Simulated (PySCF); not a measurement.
Structure with atom numbers: `[CH3:1][C@@H:2]1[CH2:3][CH:4]=[C:5]([C:6]([F:7])([F:8])[F:9])[O:10]1`. Hydrogens are named by the atom that carries them. Ha(C3) is cis to C1 on the ring; Hb(C3) is trans to C1 on the ring.

PySCF calculation with NMR shieldings at PBE0/pcSseg-1/GIAO and geometry from GFN2-xTB; isolated molecule, non-relativistic Hamiltonian, averaged over atoms made equivalent by symmetry, fast rotation or ring inversion, a single conformation.

Question: Predict the 2D correlation tables (HSQC, COSY, HMBC).

Answer: 

HSQC (one-bond C–H):
```
           δH          δC
 5.53 (H(C4))  108.6 (C4)
 4.97 (H(C2))   81.3 (C2)
3.18 (Hb(C3))   41.2 (C3)
2.44 (Ha(C3))   41.2 (C3)
 1.31 (H(C1))   25.2 (C1)
```

COSY cross peaks (H two or three bonds apart, from the bond graph; peaks can be absent where the dihedral angle is near 90°):
```
           δH             δH
 5.53 (H(C4))  3.18 (Hb(C3))
 5.53 (H(C4))  2.44 (Ha(C3))
 4.97 (H(C2))  3.18 (Hb(C3))
 4.97 (H(C2))  2.44 (Ha(C3))
 4.97 (H(C2))   1.31 (H(C1))
3.18 (Hb(C3))  2.44 (Ha(C3))
```

HMBC (two and three bonds, from the bond graph):
```
           δH                                            δC
 5.53 (H(C4))  155.0 (C5), 128.4 (C6), 81.3 (C2), 41.2 (C3)
 4.97 (H(C2))  155.0 (C5), 108.6 (C4), 41.2 (C3), 25.2 (C1)
3.18 (Hb(C3))  155.0 (C5), 108.6 (C4), 81.3 (C2), 25.2 (C1)
2.44 (Ha(C3))  155.0 (C5), 108.6 (C4), 81.3 (C2), 25.2 (C1)
 1.31 (H(C1))                          81.3 (C2), 41.2 (C3)
```

References, each an isolated molecule treated in the same way: ¹H, ¹³C against TMS.

Short H···H contacts in this conformer between protons four or more bonds apart (candidates for NOE cross peaks, intensity ∝ r⁻⁶): H(C1)···Ha(C3) 2.53 Å.

Shifts are as computed. Against solution values, carbons near 30 ppm lie about +3 ppm off and those near 130 ppm about +5 ppm. Of 1211 compounds with measured shifts, 218 miss one by over three times the rms of a fit or turn the order of signals round; such compounds aren't used in these exercises.
